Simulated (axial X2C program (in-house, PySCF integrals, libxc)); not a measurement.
## Working with the constants of CrF

A bond curve at the PBE0 level, with spin–orbit coupling, was computed with an in-house all-electron X2C program for linear molecules (integrals from PySCF) (basis Cr dyall-cv3z [9s10p6d3f2g], F dyall-av3z [7s6p3d2f] (cores contracted in-house)) for the state Ω = 5/2 (⟨Sz⟩ = 2.50, ⟨Lz⟩ = 0.00 at PBE0). Its fit gives Re = 1.7799 Å, ωe = 661.7 cm⁻¹, ωexe = 3.99 cm⁻¹ and αe = 3.096e-03 cm⁻¹; the masses are 51.9405 and 18.9984 u. Two-component means X2C with spin–orbit coupling and atomic mean-field Coulomb and Gaunt terms.

Problem. Find the reduced mass, Be and the force constant.

Solution. From the PBE0 values: μ = 13.9104 u. Be = 16.8576/(μ Re²) = 0.3825 cm⁻¹. k = 5.8918×10⁻⁷ μ ωe² = 3.59 mdyn/Å.

Problem. Estimate De from a Morse curve and compare with the computed well depth of 4.798 eV to Cr + F.

Solution. De(Morse) = ωe²/(4ωexe) = 3.401 eV against 4.798 eV computed, a ratio of 0.71. The extrapolation falls short: long-range attraction (ionic or ion–induced dipole) or a change of character along the curve can cause this.

Problem. The dipole moment p changes by 7.39 D/Å at Re. What harmonic infrared intensity follows?

Solution. I = 42.256 × (dp/dR)²/μ = 170 km/mol.

Problem. Estimate the centrifugal constant by the Kratzer relation.

Solution. D = 4Be³/ωe² = 5.11e-07 cm⁻¹.

Problem. A Morse curve ties αe to the other constants (Pekeris). How well does that hold?

Solution. αe(Morse) = 6Be²/ωe × (√(ωexe/Be) − 1) = 2.958e-03 cm⁻¹; the PBE0 curve gives 3.096e-03 cm⁻¹, a ratio of 0.96.

The state is a single determinant with fixed occupations, the lowest that a limited PBE0 search found. Dissociation energies refer to the lowest single-determinant-based atoms at the same level and basis. Density functionals use the spin component along the axis (collinear). The 2c atoms are single determinants rather than J levels; their spin–orbit lowering is only partly caught, and De is too large by that part. This holds for PBE0. The functionals have no current-density term, which raises determinants with orbital currents, atoms included. With several unpaired electrons one determinant need not be a pure state. This is the top spin component of a Σ state; components of lower Ω are not single determinants and can lie lower.
